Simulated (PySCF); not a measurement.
Al(Cl)(OH)(OSiH3) (AlClH₄O₂Si), SMILES [SiH3][O][Al]([OH])[Cl]. Heavy atoms are numbered as in [Al:1]([Cl:2])([OH:3])[O:5][SiH3:6]. Hydrogens are named by the atom that carries them.

Coordinates come from a PBE0-D3(BJ)/def2-SVP optimisation. The structure was generated by enumeration; whether it is a known compound was not checked. The values are those of a single conformer.

Computed with PBE/pcSseg-1 (PySCF).

GIAO shieldings, no solvent; atoms alike by connectivity are averaged. δ = σ(ref) − σ: ³⁵Cl against HCl (σ = 936.5 ppm); ¹⁷O against H2O (σ = 334.3 ppm); ¹H against TMS (σ = 31.49 ppm); ²⁹Si against TMS (σ = 335.4 ppm), references at their B3LYP-D3(BJ)/def2-TZVP geometries, non-relativistic (without spin–orbit terms, shifts of atoms bonded to Cl or Br come out too high).

```json
[
 {"nucleus": "³⁵Cl", "atoms": "Cl2", "count": "1", "δ (ppm)": "-71.2"},
 {"nucleus": "¹⁷O", "atoms": "O5", "count": "1", "δ (ppm)": "36.3"},
 {"nucleus": "¹⁷O", "atoms": "O3 (OH)", "count": "1", "δ (ppm)": "31.0"},
 {"nucleus": "¹H", "atoms": "H on Si6", "count": "3", "δ (ppm)": "5.59"},
 {"nucleus": "¹H", "atoms": "H on O3", "count": "1", "δ (ppm)": "1.89"},
 {"nucleus": "²⁹Si", "atoms": "Si6 (SiH3)", "count": "1", "δ (ppm)": "-39.2"}
]
```
